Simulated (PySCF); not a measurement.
Magnetisability: SMILES C(CB(/C=C/C#C)C)#N, C₇H₈BN

Molfile (atoms numbered from 1):
```
C7H8BN
     RDKit          3D

 17 16  0  0  0  0  0  0  0  0999 V2000
    3.7683    0.1655    1.6929 C   0  0  0  0  0  0  0  0  0  0  0  0
    2.8153    0.0759    0.9643 C   0  0  0  0  0  0  0  0  0  0  0  0
    1.7077   -0.0205    0.1069 C   0  0  0  0  0  0  0  0  0  0  0  0
    0.4641    0.3746    0.4421 C   0  0  0  0  0  0  0  0  0  0  0  0
   -0.7625    0.2824   -0.4854 B   0  0  0  0  0  0  0  0  0  0  0  0
   -0.6784   -0.2902   -1.9538 C   0  0  0  0  0  0  0  0  0  0  0  0
   -2.1921    0.7800    0.0293 C   0  0  0  0  0  0  0  0  0  0  0  0
   -2.2748    1.0658    1.4322 C   0  0  0  0  0  0  0  0  0  0  0  0
   -2.3288    1.2872    2.5541 N   0  0  0  0  0  0  0  0  0  0  0  0
    4.5970    0.2461    2.3318 H   0  0  0  0  0  0  0  0  0  0  0  0
    1.9158   -0.4417   -0.8696 H   0  0  0  0  0  0  0  0  0  0  0  0
    0.3427    0.7796    1.4421 H   0  0  0  0  0  0  0  0  0  0  0  0
   -0.6381   -1.3800   -1.9171 H   0  0  0  0  0  0  0  0  0  0  0  0
   -1.5367   -0.0304   -2.5698 H   0  0  0  0  0  0  0  0  0  0  0  0
    0.2169    0.0273   -2.4844 H   0  0  0  0  0  0  0  0  0  0  0  0
   -2.9661    0.0449   -0.2131 H   0  0  0  0  0  0  0  0  0  0  0  0
   -2.4573    1.6951   -0.5125 H   0  0  0  0  0  0  0  0  0  0  0  0
  1  2  3  0
  2  3  1  0
  3  4  2  0
  4  5  1  0
  5  6  1  0
  5  7  1  0
  7  8  1  0
  8  9  3  0
  1 10  1  0
  3 11  1  0
  4 12  1  0
  6 13  1  0
  6 14  1  0
  6 15  1  0
  7 16  1  0
  7 17  1  0
M  END
```

Theory: GIAO B3LYP/pcSseg-1 magnetisability, rotational g tensor and spin-rotation constants, non-relativistic, gas phase (PySCF 2.14.0). Geometry: GFN2-xTB.

(1) What are the magnetisability and the molar susceptibility?

(2) Split it along the inertial axes a, b, c into diamagnetic and paramagnetic parts about the centre of mass, with the quadrupole moment.

(3) And the rotational g tensor?

Answers

(1) Isotropic -1267 × 10⁻³⁰ J/T², or -76.3 × 10⁻⁶ cm³/mol; principal values -1464, -1243, -1093 × 10⁻³⁰ J/T², anisotropy 323 × 10⁻³⁰ J/T² (root of half the summed squared differences of the principal values). The susceptibility is in cgs units.

(2) 
| axis | χ (10⁻⁶ cm³/mol) | diamagnetic (10⁻⁶ cm³/mol) | paramagnetic (10⁻⁶ cm³/mol) | summed x² of all electrons (Å²) | quadrupole Θ (D Å) |
| --- | --- | --- | --- | --- | --- |
| a | -65.9 | -662.6 | 596.6 | 315.4 | +8.69 |
| b | -75.4 | -1400.8 | 1325.4 | 141.4 | -9.27 |
| c | -87.6 | -1938.0 | 1850.3 | 14.8 | +0.58 |

Anisotropies 2χaa − χbb − χcc = +31.2 and 2χbb − χaa − χcc = +2.8 × 10⁻⁶ cm³/mol. Θ is traceless in Buckingham's convention.

(3) 
```tsv
axis	rotational constant (GHz)	g	nuclear part	electronic part
a	2.2063	-0.0371	0.5814	-0.6184
b	0.8847	-0.0066	0.5443	-0.5509
c	0.6375	-0.0028	0.5514	-0.5542
```
Asymmetric top; isotopes 11B, 12C, 1H, 14N; no vibrational averaging.
